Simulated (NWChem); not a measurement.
# C2H2BrF; SMILES C=C(F)Br

```xyz
6

C     -1.2106     1.6335     0.0000
C     -0.0779     0.9424     0.0000
F      1.1116     1.5110     0.0000
Br     0.0304    -0.9313     0.0000
H     -2.1741     1.1277     0.0000
H     -1.1652     2.7243     0.0000
```
Atoms are numbered in this order, from 1.

Results from NWChem. Geometry optimised at PBE0/def2-SVP; all other runs use it. Pople sets run with spherical d functions. This build's default masses of Se (78.918 u) and Br (79.917 u) are each other's, which moves their modes by up to 0.6 %. Vzz has the sign of the potential's second derivative.

| quantity | level | value |
|---|---|---|
| Vzz Br4 (a.u.) | PBE/def2-SVP | 7.042 |
| anisotropy (bohr³) at 589 nm | B3LYP/6-31G* | 32.9 |
| solvation free energy (kcal/mol) in chloroform | PBE0/6-31G*, SMD | -2.8 |
| orbital gap (eV) | LC-wPBE (HJS exchange hole, range parameter 0.4 per bohr)/6-31G* | 12.64 |
| dipole (D) | PBE0/def2-SVP | 1.17 |
| highest harmonic frequency (cm⁻¹) | PBE0/def2-SVP | 3324 |
